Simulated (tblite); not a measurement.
Record of a relaxation.

Compound: C8H7F3Se.
SMILES with atom numbers: `[CH3:1][Se:2][c:3]1[cH:4][cH:5][c:6]([C:7]([F:8])([F:9])[F:10])[cH:11][cH:12]1` (hydrogens: H13, H14, H15 on C1; H16 on C4; H17 on C5; H18 on C11; H19 on C12)

Computed with GFN2-xTB (tblite), gas phase: L-BFGS steps from a force-field or distance-geometry start until the largest atomic force falls under 0.01 eV/Å. 10 of its 109 geometries are shown.

Step 0: E = -1035.2116 eV, largest atomic force 1.964 eV/Å
```
atom  x, y, z in Å  |  force x, y, z in eV/Å
C1      3.767   -0.844    0.308   -1.047  -0.818   0.504
Se2     2.815    0.557   -0.674    0.470   0.501  -0.903
C3      0.913    0.363   -0.470    0.460  -0.263  -0.228
C4      0.047    0.540   -1.560    0.046  -0.423   1.917
C5     -1.298    0.374   -1.286   -0.026   0.347  -1.003
C6     -1.782    0.068   -0.034    0.464  -0.062  -0.428
C7     -3.244   -0.094    0.225    0.946  -0.491   1.035
F8     -3.620    1.029    0.939   -0.756  -1.285  -0.908
F9     -3.975   -0.344   -0.886    0.153   0.510   1.490
F10    -3.329   -1.187    1.101   -0.960   1.165  -0.978
C11    -0.895   -0.090    1.014   -0.076  -0.233   1.181
C12     0.455    0.058    0.799    0.210  -0.049   0.247
H13     4.831   -0.667    0.223   -0.027   0.151  -0.084
H14     3.508   -1.860   -0.075    0.177   0.785   0.167
H15     3.434   -0.759    1.353    0.342  -0.173  -0.243
H16     0.421    0.772   -2.517    0.229   0.179  -0.742
H17    -1.989    0.500   -2.100   -0.229  -0.011  -0.150
H18    -1.255   -0.337    2.023    0.120   0.149  -0.560
H19     1.185   -0.054    1.611   -0.498   0.019  -0.317
```

Step 12: E = -1035.7125 eV, largest atomic force 0.146 eV/Å
```
atom  x, y, z in Å  |  force x, y, z in eV/Å
C1      3.703   -0.821    0.311   -0.083   0.032  -0.045
Se2     2.856    0.554   -0.807    0.014   0.039  -0.002
C3      0.983    0.323   -0.456    0.021  -0.029  -0.045
C4      0.085    0.511   -1.502    0.011   0.002  -0.004
C5     -1.274    0.373   -1.294   -0.012   0.050  -0.055
C6     -1.747    0.053   -0.029    0.049  -0.007   0.013
C7     -3.211   -0.105    0.262   -0.029  -0.048   0.045
F8     -3.728    0.963    0.901    0.025   0.079  -0.081
F9     -3.962   -0.299   -0.830    0.033   0.074  -0.063
F10    -3.456   -1.150    1.072    0.037  -0.093   0.017
C11    -0.852   -0.105    1.021    0.018  -0.003   0.102
C12     0.504    0.031    0.812    0.040  -0.005   0.011
H13     4.771   -0.642    0.212   -0.024  -0.058   0.008
H14     3.444   -1.799   -0.089    0.017  -0.001   0.039
H15     3.413   -0.743    1.355   -0.038   0.089  -0.058
H16     0.460    0.766   -2.482    0.002  -0.016  -0.028
H17    -1.961    0.512   -2.112   -0.053  -0.005  -0.032
H18    -1.224   -0.327    2.006   -0.044  -0.049   0.130
H19     1.187   -0.072    1.640    0.016  -0.051   0.046
```

Step 24: E = -1035.7297 eV, largest atomic force 0.047 eV/Å
```
atom  x, y, z in Å  |  force x, y, z in eV/Å
C1      3.670   -0.798    0.293    0.005   0.005   0.017
Se2     2.851    0.562   -0.845    0.013   0.010  -0.011
C3      0.993    0.313   -0.449   -0.044  -0.008  -0.016
C4      0.091    0.504   -1.492   -0.028   0.009  -0.030
C5     -1.266    0.372   -1.278   -0.021   0.002   0.026
C6     -1.727    0.048   -0.008   -0.009  -0.008   0.017
C7     -3.197   -0.102    0.255    0.015   0.002  -0.008
F8     -3.717    0.976    0.877    0.006  -0.014  -0.010
F9     -3.917   -0.276   -0.862   -0.005   0.010   0.021
F10    -3.470   -1.152    1.050   -0.004   0.011   0.001
C11    -0.834   -0.122    1.044   -0.006   0.000  -0.007
C12     0.523    0.010    0.823   -0.006  -0.005  -0.001
H13     4.745   -0.661    0.209   -0.003  -0.008  -0.002
H14     3.392   -1.785   -0.068   -0.026   0.002   0.020
H15     3.362   -0.660    1.325    0.020   0.005   0.030
H16     0.462    0.749   -2.476    0.012   0.015  -0.019
H17    -1.968    0.509   -2.086    0.033  -0.001  -0.005
H18    -1.209   -0.350    2.031    0.030  -0.021  -0.015
H19     1.206   -0.114    1.649    0.017  -0.004  -0.011
```

Step 36: E = -1035.7399 eV, largest atomic force 0.088 eV/Å
```
atom  x, y, z in Å  |  force x, y, z in eV/Å
C1      3.631   -0.765    0.345    0.045  -0.011  -0.004
Se2     2.859    0.566   -0.859   -0.041  -0.008  -0.040
C3      0.997    0.319   -0.489   -0.016   0.000  -0.049
C4      0.080    0.523   -1.516   -0.022  -0.002  -0.014
C5     -1.272    0.377   -1.276    0.005   0.018  -0.005
C6     -1.715    0.028   -0.006    0.036  -0.020  -0.010
C7     -3.187   -0.095    0.261    0.020  -0.021   0.004
F8     -3.686    0.997    0.878    0.016  -0.009  -0.001
F9     -3.909   -0.254   -0.858   -0.016   0.004   0.015
F10    -3.486   -1.136    1.056    0.013  -0.015   0.036
C11    -0.802   -0.179    1.022    0.022   0.017   0.009
C12     0.549   -0.029    0.780    0.011   0.004  -0.040
H13     4.703   -0.729    0.182    0.065   0.002   0.001
H14     3.256   -1.750    0.077   -0.051   0.007   0.037
H15     3.414   -0.529    1.383    0.011   0.017  -0.018
H16     0.424    0.787   -2.507    0.036   0.004   0.055
H17    -1.987    0.517   -2.073    0.031   0.031   0.006
H18    -1.138   -0.454    2.011   -0.085   0.010  -0.007
H19     1.260   -0.170    1.579   -0.080  -0.027   0.025
```

Step 48: E = -1035.7626 eV, largest atomic force 0.074 eV/Å
```
atom  x, y, z in Å  |  force x, y, z in eV/Å
C1      3.610   -0.708    0.406    0.010  -0.008  -0.004
Se2     2.856    0.500   -0.933   -0.055  -0.029   0.012
C3      0.998    0.283   -0.532    0.073   0.011   0.001
C4      0.077    0.553   -1.541    0.009  -0.015   0.052
C5     -1.274    0.407   -1.301   -0.026   0.007   0.029
C6     -1.705   -0.008   -0.046   -0.025   0.018   0.044
C7     -3.166   -0.104    0.275   -0.029   0.001   0.013
F8     -3.603    1.010    0.903   -0.050   0.005  -0.032
F9     -3.942   -0.258   -0.806   -0.004   0.024  -0.017
F10    -3.458   -1.123    1.102    0.040  -0.009  -0.028
C11    -0.790   -0.260    0.968    0.025   0.007   0.016
C12     0.560   -0.115    0.726    0.020   0.002  -0.030
H13     4.649   -0.867    0.134    0.012   0.012   0.003
H14     3.065   -1.648    0.358    0.032   0.006   0.042
H15     3.552   -0.266    1.398    0.021  -0.006  -0.034
H16     0.428    0.875   -2.511   -0.002  -0.013   0.008
H17    -1.992    0.609   -2.079   -0.028   0.006  -0.021
H18    -1.137   -0.561    1.945   -0.009  -0.009  -0.007
H19     1.261   -0.297    1.526   -0.013  -0.009  -0.047
```

Step 60: E = -1035.7730 eV, largest atomic force 0.060 eV/Å
```
atom  x, y, z in Å  |  force x, y, z in eV/Å
C1      3.640   -0.689    0.420    0.004   0.009   0.011
Se2     2.843    0.403   -0.989    0.015  -0.019  -0.013
C3      0.996    0.255   -0.541   -0.038  -0.024  -0.001
C4      0.070    0.565   -1.535   -0.019   0.002   0.003
C5     -1.283    0.454   -1.287    0.002   0.001   0.009
C6     -1.716    0.036   -0.032   -0.007  -0.020  -0.015
C7     -3.181   -0.088    0.272    0.011  -0.024   0.013
F8     -3.672    0.998    0.904    0.028   0.024  -0.045
F9     -3.939   -0.261   -0.821    0.029   0.030   0.008
F10    -3.443   -1.127    1.084   -0.031  -0.050   0.010
C11    -0.797   -0.266    0.966   -0.017   0.005  -0.031
C12     0.556   -0.155    0.713   -0.022  -0.005   0.002
H13     4.660   -0.904    0.111    0.000   0.015   0.001
H14     3.076   -1.614    0.511    0.020  -0.013  -0.012
H15     3.649   -0.142    1.359    0.013   0.006   0.024
H16     0.425    0.882   -2.506   -0.033  -0.011   0.029
H17    -2.002    0.666   -2.064    0.019   0.029   0.041
H18    -1.147   -0.599    1.933    0.029   0.038  -0.021
H19     1.258   -0.389    1.497   -0.001   0.008  -0.013
```

Step 72: E = -1035.7771 eV, largest atomic force 0.027 eV/Å
```
atom  x, y, z in Å  |  force x, y, z in eV/Å
C1      3.660   -0.687    0.422   -0.012   0.006   0.014
Se2     2.836    0.357   -1.009   -0.005  -0.002  -0.009
C3      0.989    0.231   -0.545    0.010  -0.011  -0.009
C4      0.061    0.559   -1.532    0.001   0.003   0.015
C5     -1.290    0.464   -1.274   -0.005   0.003  -0.003
C6     -1.722    0.034   -0.024   -0.008  -0.010  -0.008
C7     -3.188   -0.091    0.266   -0.005   0.008   0.004
F8     -3.684    0.998    0.888    0.007   0.009   0.011
F9     -3.930   -0.255   -0.840    0.002   0.001  -0.002
F10    -3.469   -1.133    1.068    0.007   0.012   0.002
C11    -0.801   -0.266    0.972   -0.004  -0.004  -0.005
C12     0.552   -0.168    0.712   -0.001   0.004  -0.004
H13     4.682   -0.878    0.107   -0.001   0.000   0.016
H14     3.122   -1.625    0.532    0.026   0.004  -0.006
H15     3.662   -0.123    1.352   -0.004   0.001  -0.012
H16     0.409    0.880   -2.503    0.003   0.001   0.010
H17    -2.010    0.708   -2.040   -0.004  -0.008  -0.005
H18    -1.145   -0.578    1.946   -0.003  -0.016  -0.003
H19     1.258   -0.402    1.494   -0.003  -0.001  -0.005
```

Step 84: E = -1035.7794 eV, largest atomic force 0.039 eV/Å
```
atom  x, y, z in Å  |  force x, y, z in eV/Å
C1      3.671   -0.667    0.434   -0.014   0.011  -0.007
Se2     2.829    0.293   -1.046    0.010   0.004   0.019
C3      0.986    0.206   -0.557    0.004  -0.033  -0.016
C4      0.054    0.557   -1.533    0.005   0.015   0.004
C5     -1.296    0.470   -1.273    0.009   0.003   0.010
C6     -1.726    0.025   -0.027    0.002  -0.023  -0.002
C7     -3.192   -0.077    0.270    0.001   0.011   0.000
F8     -3.662    1.024    0.891   -0.009   0.004   0.011
F9     -3.941   -0.229   -0.833   -0.003  -0.002   0.005
F10    -3.490   -1.110    1.077    0.014   0.010  -0.001
C11    -0.803   -0.298    0.960    0.000   0.004   0.006
C12     0.551   -0.205    0.697   -0.005   0.017  -0.003
H13     4.703   -0.845    0.141   -0.006   0.023  -0.016
H14     3.163   -1.616    0.582   -0.002  -0.003  -0.002
H15     3.648   -0.060    1.335   -0.008   0.002   0.018
H16     0.400    0.899   -2.498    0.012  -0.022  -0.011
H17    -2.018    0.729   -2.033    0.011   0.002   0.010
H18    -1.143   -0.628    1.929   -0.011   0.006  -0.003
H19     1.257   -0.444    1.477   -0.010  -0.030  -0.023
```

Step 96: E = -1035.7869 eV, largest atomic force 0.049 eV/Å
```
atom  x, y, z in Å  |  force x, y, z in eV/Å
C1      3.689   -0.586    0.469    0.048   0.000  -0.011
Se2     2.811    0.164   -1.105    0.021  -0.004   0.027
C3      0.976    0.100   -0.597   -0.025  -0.034  -0.022
C4      0.047    0.513   -1.551   -0.004   0.014  -0.025
C5     -1.302    0.479   -1.274    0.012  -0.022   0.000
C6     -1.733    0.018   -0.034    0.016   0.002   0.009
C7     -3.196   -0.007    0.295    0.015   0.008   0.006
F8     -3.591    1.124    0.918   -0.027   0.017  -0.001
F9     -3.980   -0.129   -0.787    0.015   0.003   0.016
F10    -3.524   -1.014    1.121   -0.016  -0.011  -0.007
C11    -0.813   -0.386    0.925    0.005  -0.007  -0.017
C12     0.539   -0.348    0.643    0.000   0.008   0.006
H13     4.753   -0.594    0.244   -0.028  -0.001   0.010
H14     3.344   -1.604    0.639   -0.011   0.030  -0.010
H15     3.503    0.047    1.334   -0.002  -0.007  -0.003
H16     0.403    0.858   -2.512   -0.032   0.012  -0.007
H17    -2.024    0.793   -2.013    0.021   0.001   0.008
H18    -1.157   -0.738    1.885    0.005   0.003   0.000
H19     1.246   -0.666    1.392   -0.015  -0.013   0.022
```

Step 108: E = -1035.7882 eV, largest atomic force 0.009 eV/Å
```
atom  x, y, z in Å  |  force x, y, z in eV/Å
C1      3.692   -0.556    0.482    0.000  -0.001   0.009
Se2     2.811    0.126   -1.121   -0.002   0.005  -0.001
C3      0.974    0.060   -0.615    0.003  -0.002   0.001
C4      0.046    0.498   -1.558    0.001   0.001   0.003
C5     -1.302    0.480   -1.271   -0.003  -0.003   0.001
C6     -1.733    0.015   -0.032   -0.003  -0.003   0.001
C7     -3.194    0.015    0.304   -0.002   0.002   0.002
F8     -3.574    1.152    0.924    0.002   0.000  -0.002
F9     -3.981   -0.098   -0.777   -0.001   0.000   0.001
F10    -3.537   -0.987    1.131   -0.001   0.001  -0.003
C11    -0.812   -0.417    0.913   -0.001  -0.001   0.000
C12     0.538   -0.398    0.622    0.002   0.005   0.001
H13     4.758   -0.538    0.272    0.005  -0.002  -0.004
H14     3.373   -1.578    0.672    0.000   0.000   0.000
H15     3.475    0.092    1.327   -0.001   0.000  -0.005
H16     0.393    0.855   -2.518    0.002  -0.002  -0.001
H17    -2.022    0.816   -2.001   -0.002   0.001  -0.002
H18    -1.154   -0.774    1.873   -0.001  -0.002   0.000
H19     1.240   -0.739    1.365    0.000  -0.002  -0.003
```

Problem. Summarise the path.

Solution. The energy falls by 0.5766 eV from step 0 to step 108; nine tenths of that is first reached at step 26. It falls at every step. The largest force goes from 1.964 to 0.009 eV/Å. Among the bonds C7–F10 changes most, from 1.403 to 1.343 Å; the atoms move by 0.428 Å rms after alignment.

Problem. Follow the three bonds and two angles with the largest change from start to end.

Solution. 
```tsv
step	E above end (eV)	largest force (eV/Å)	C7–F10 (Å)	C7–F8 (Å)	C1–H14 (Å)	F8–C7–F9 (°)	C1–Se2–C3 (°)
0	0.5766	1.964	1.403	1.383	1.116	115.3	110.8
5	0.1201	0.372	1.350	1.348	1.092	105.9	105.6
9	0.0869	0.167	1.344	1.349	1.085	106.1	104.0
14	0.0697	0.161	1.348	1.350	1.089	106.4	102.8
19	0.0610	0.086	1.344	1.348	1.087	106.0	101.5
23	0.0589	0.044	1.345	1.349	1.087	106.2	101.3
28	0.0563	0.107	1.344	1.348	1.087	106.3	101.0
33	0.0518	0.132	1.344	1.349	1.087	106.1	100.9
38	0.0455	0.169	1.344	1.349	1.088	106.0	100.0
42	0.0372	0.150	1.344	1.350	1.091	105.8	99.9
47	0.0267	0.079	1.345	1.350	1.088	106.3	99.3
52	0.0230	0.080	1.343	1.350	1.087	106.2	99.3
56	0.0190	0.076	1.345	1.350	1.087	105.8	99.7
61	0.0146	0.053	1.344	1.349	1.087	106.2	100.5
66	0.0123	0.035	1.345	1.349	1.087	106.2	101.1
70	0.0113	0.025	1.344	1.349	1.087	106.1	101.2
75	0.0107	0.024	1.344	1.349	1.087	106.1	101.3
80	0.0098	0.036	1.344	1.350	1.087	106.1	101.4
85	0.0086	0.041	1.344	1.350	1.087	106.1	101.6
89	0.0071	0.054	1.344	1.350	1.087	105.9	101.7
94	0.0025	0.074	1.344	1.350	1.088	105.9	101.9
99	0.0006	0.029	1.344	1.350	1.088	106.0	102.0
103	0.0001	0.020	1.343	1.350	1.087	106.0	101.8
108	0.0000	0.009	1.343	1.350	1.087	106.0	101.8
```

The cost below is that of the whole relaxation. Time: 1.0 s wall. Hardware: Arm Neoverse V1, one thread, no GPU, shared host with 32 logical CPUs at a one-minute load of 11.
